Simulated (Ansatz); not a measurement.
A made-up structure of LiBSiHO, doublet:

| atom | x (Å) | y (Å) | z (Å) |
| --- | --- | --- | --- |
| Li1 | -1.4259 | -0.4502 | -0.3809 |
| Si2 | -0.0205 | -1.0146 | 0.4389 |
| B3 | 1.3645 | -0.3810 | 0.7291 |
| O4 | -0.2290 | 0.5233 | -0.3271 |
| H5 | 0.3109 | 1.3224 | -0.4599 |

It is relaxed with PBE-D4/def2-SVP and then PBE0-D4/def2-TZVP (Ansatz 0.2.0). Atoms count as bonded within 1.22 times the sum of their covalent radii (H–H: 0.88 Å). The end point is not checked to be a true minimum.

**Question.** Does its bonding change? (A judgement: the text doesn't fix the answer.)

**Answer.** By the calculation: Yes. Formed: Li1–B3; broken: none.

Where it ends: The first stage lowers the energy by 5.15 eV in 17 steps. It ends as LiBSiHO ([B]1[Li]2[OH][Si]12):
```json
{"atom": "Li1", "x (Å)": "-1.4017", "y (Å)": "-0.1315", "z (Å)": "0.5804"}
{"atom": "Si2", "x (Å)": "0.7696", "y (Å)": "-1.0308", "z (Å)": "-0.4069"}
{"atom": "B3", "x (Å)": "0.6502", "y (Å)": "-0.5385", "z (Å)": "1.4561"}
{"atom": "O4", "x (Å)": "-0.2497", "y (Å)": "0.4481", "z (Å)": "-0.7141"}
{"atom": "H5", "x (Å)": "0.2316", "y (Å)": "1.2527", "z (Å)": "-0.9155"}
```

Labels in which every atom is bracketed show which atoms are joined, not bond orders.

For scale, one of the runs: PBE0-D4/def2-TZVP relaxation, 119 basis functions, launched by `ansatz run in.yaml --threads 2 --pin off --events-out ev --progress --plain --max-ram 4352MiB`. The run took about 53 s on 2 CPU threads of an Arm Neoverse V2 (shared host).
